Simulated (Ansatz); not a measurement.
Consider the adduct formation: PH₃ + `[InH3]` → `[PH3+][InH3-]`.

Program: Ansatz. Geometries: PBE0-D4/def2-TZVP. ΔE: electronic, gas phase. CCSD(T)/CBS is the MP2 limit (def2-TZVPP, def2-QZVPP) plus CCSD(T) − MP2 in def2-TZVPP, frozen cores. This one scheme is used for every species. DFT in def2-TZVPP. B3LYP here is the variant with VWN-RPA as its local correlation; programs differ in this. def2 core potentials past Kr. For In outer-core shells are correlated without core-valence functions, which leaves a few kJ/mol of doubt a bond.

Task: Is it downhill or uphill in electronic energy at CCSD(T)/CBS, and by how much? (Best estimate.)

Result: Computed: Downhill: ΔE = -52.6 kJ/mol.

Task: What do these levels give: B97M-V, B3LYP-D4, B3LYP, CCSD/def2-SVP, CCSD(T)/def2-TZVPP, MP2/def2-QZVPP? (Best estimate.)

Result: The calculation gave: B97M-V -43.8, B3LYP-D4 -45.4, B3LYP -34.0, CCSD/def2-SVP -39.6, CCSD(T)/def2-TZVPP -45.7, MP2/def2-QZVPP -54.9 kJ/mol.

Largest T1 diagnostic among the species: 0.014.

From BLYP to BHLYP (50 % exact exchange), in def2-TZVPP and without D4, ΔE moves by −10.2 kJ/mol. Leaving LDA and LC-ωPBE aside and taking each functional with its dispersion term where it has one, the values, not all of them listed here, spread over 11.8 kJ/mol, from r2SCAN0-D4 to B2PLYP. LDA lies −26.8 kJ/mol from PBE without D4. At CCSD(T), def2-SVP lies +10.6 kJ/mol from the extrapolated value and def2-TZVPP +6.8 kJ/mol.
